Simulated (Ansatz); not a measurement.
`CC[Si](N)(N)F` + HCl → `N[Si](N)(F)Cl` + ethane  (ligand exchange at the Si–C bond)

Isolated molecules relaxed with PBE0-D4/def2-TZVP in Ansatz; ΔE leaves out vibrations. CCSD(T)/CBS adds triple-zeta CCSD(T) − MP2 to the extrapolated MP2 energy (def2 sets, frozen cores). This one scheme is used for every species. Functionals use def2-TZVPP. B3LYP here is the variant with VWN-RPA as its local correlation; programs differ in this. One conformer a species, not always the lowest.

Problem. Is it downhill or uphill in electronic energy at CCSD(T)/CBS, and by how much? (An estimate is asked.)

Solution. The calculation gave: Downhill: ΔE = -27.1 kcal/mol.

Problem. What do these levels give: r2SCAN-D4, PBE0-D4, B3LYP-D4, ωB97M-V, PBE, PBE0, HF/def2-TZVPP, SCS-MP2/def2-TZVPP, HF/def2-QZVPP, SCS-MP2/def2-QZVPP, HF/CBS(def2), CCSD/CBS(def2)? (Estimate.)

Solution. The calculation gave: r2SCAN-D4 -28.4, PBE0-D4 -27.3, B3LYP-D4 -27.5, ωB97M-V -27.4, PBE -27.6, PBE0 -28.2, HF/def2-TZVPP -31.2, SCS-MP2/def2-TZVPP -27.7, HF/def2-QZVPP -31.3, SCS-MP2/def2-QZVPP -28.1, HF/CBS(def2) -31.3, CCSD/CBS(def2) -27.5 kcal/mol.

Largest T1 diagnostic among the species: 0.010.

In def2-TZVPP, CCSD(T) changes the Hartree–Fock value by +4.9 kcal/mol (the triples alone add +0.4 kcal/mol) and MP2 by +3.8 kcal/mol. The D4 term adds +1.4 kcal/mol with B3LYP and +0.9 kcal/mol with PBE0; it sums over pairs of atoms, weighted by their polarisabilities, and B3LYP, whose exchange is more repulsive, gets the larger term.
